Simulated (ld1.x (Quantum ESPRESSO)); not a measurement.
## mercury (Hg), TM: configuration errors across variants

ld1.x (Quantum ESPRESSO) 7.5 input, shortened:

```
&input
   title='Hg', zed=80., rel=1, dft='PBE', iswitch=3,
   config='[Xe] 4f14 5d10 6s2 6p0'
 /
 &inputp
   pseudotype=2, tm=.true., lloc=0,
   nlcc=.true.
 /
3
5P  2  1   6.00   0.00  1.00  1.00  0.0
5D  3  2  10.00   0.00  1.45  1.45  0.0
6S  1  0   2.00   0.00  1.75  1.75  0.0
 &test
   configts(1)='5p6 5d10 6s2 6p0'
 /
```

All-electron excitation energies from the reference (eV): (1) 5p6 5d10 6s1 6p0 10.688; (2) 5p6 5d10 6s0 6p0 29.663; (3) 5p6 5d9 6s0 6p0 65.189; (4) 5p6 5d10 6s1.5 6p0 4.356; (5) 5p5 5d10 6s2 6p0 73.273; (6) 5p6 5d10 6s1 6p1 6.039; (7) 5p6 5d10 6s0 6p2 12.575.

Errors AE − PS in meV (a dash: test not solved or not reliable):

| change | (1) | (2) | (3) | (4) | (5) | (6) | (7) | bound ghosts |
| --- | --- | --- | --- | --- | --- | --- | --- | --- |
| base | -8.3 | -38 | -84 | -2.4 | -224 | -531 | -1360 | none |
| wave 5d (bound): rc 1.45 bohr becomes 5d (bound): rc 1.02 bohr | -8.3 | -38 | -81 | -2.4 | -220 | -531 | -1360 | none |
| wave 5d (bound): rc 1.45 bohr becomes 5d (bound): rc 1.14 bohr | -8.2 | -38 | -83 | -2.4 | -226 | -531 | -1359 | none |
| wave 5d (bound): rc 1.45 bohr becomes 5d (bound): rc 1.48 bohr | -8.3 | -38 | -84 | -2.4 | -224 | -531 | -1360 | none |
| wave 5d (bound): rc 1.45 bohr becomes 5d (bound): rc 1.64 bohr | -8.4 | -39 | -84 | -2.4 | -220 | -531 | -1360 | none |
| wave 5d (bound): rc 1.45 bohr becomes 5d (bound): rc 2.14 bohr | -7.9 | -36 | -87 | -2.3 | -247 | -531 | -1359 | none |

(1) Give the same row for: wave 5d (bound): rc 1.45 bohr becomes 5d (bound): rc 1.86 bohr.

## Answers

(1) -8.4, -39, -84, -2.4, -221, -531, -1360; bound ghosts: none.
